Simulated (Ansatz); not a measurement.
**One reagent, a row of partners**

Four-centre ligand exchange: H₂O meets different compounds of Si. Each row is one chosen step, not always the lowest open to these reactants.

Gas-phase electronic energies, without zero-point energy, by CCSD(T) at an estimated basis limit (MP2 extrapolated from triple and quadruple zeta, plus CCSD(T) − MP2 in triple zeta); Ansatz 0.2.0, def2-TZVPP and QZVPP, frozen cores, on PBE0-D4/def2-TZVP structures. Extrapolation: Hartree–Fock as exp(−7.88 √X), correlation as X^−2.97. All energies, in kcal/mol, count from the separated reactants, without counterpoise correction; the start and end structures are the complexes reached by relaxing down from the saddle, and deeper ones may exist. Brackets give SMILES, or, where every atom is bracketed, only which atoms are joined. Steps whose reference was doubtful or whose search ended elsewhere are left out.

| reactants | products | broken | formed | start structure | saddle | end structure |
| --- | --- | --- | --- | --- | --- | --- |
| Si₂H₃Cl₃ ([SiH3][Si]([Cl])([Cl])[Cl]) + H₂O | SiHCl₃O ([OH][Si]([Cl])([Cl])[Cl]) + SiH₄ | H–O, Si–Si | H–Si, O–Si | -4.13 | 43.56 | -25.64 |
| SiNH₅ ([NH2][SiH3]) + H₂O | SiH₄O ([OH][SiH3]) + NH₃ | H–O, N–Si | H–N, O–Si | -4.93 | 22.03 | -12.12 |
| SiCl₄ ([Cl][Si]([Cl])([Cl])[Cl]) + H₂O | SiHCl₃O ([OH][Si]([Cl])([Cl])[Cl]) + HCl | Cl–Si, H–O | Cl–H, O–Si | -1.76 | 23.58 | -7.00 |
| SiNH₄Cl ([NH2][SiH2][Cl]) + H₂O | SiNH₅O ([NH2][SiH2][OH]) + HCl | Cl–Si, H–O | Cl–H, O–Si | -2.94 | 14.18 | -3.91 |
| Si₄H₁₀O₃ ([SiH3][O][SiH]([O][SiH3])[O][SiH3]) + H₂O | Si₃H₈O₃ ([OH][SiH]([O][SiH3])[O][SiH3]) + SiH₄O ([OH][SiH3]) | H–O, O–Si | H–O, O–Si | -4.75 | ? | -1.31 |
| SiHF₃ ([F][SiH]([F])[F]) + H₂O | SiH₂OF₂ ([OH][SiH]([F])[F]) + HF | F–Si, H–O | F–H, O–Si | -2.55 | 25.76 | 2.73 |

Question: What is the height of the saddle for Si₄H₁₀O₃ ([SiH3][O][SiH]([O][SiH3])[O][SiH3]) + H₂O? (Judge from chemistry; the value comes from the calculation.)

Answer: Computed: 29.39 kcal/mol relative to the separated reactants, between the members at 25.76 and 43.56; above its start structure the barrier is 29.39 − (-4.75) ≈ 34.13 kcal/mol.

No T1 diagnostic of these runs exceeds 0.013.

For scale, one of the runs: CCSD(T)/def2-TZVPP, 460 basis functions, launched by `ansatz run in.yaml --threads 4 --pin off --events-out ev --progress --plain --max-ram 63488MiB --backend cuda --devices 0, --max-vram 37GiB`. Time: 46 s of wall clock on 4 CPU threads of an AMD EPYC 7R13 and a share of one NVIDIA H100; the host was shared. Peak host memory: 1.3 GiB.
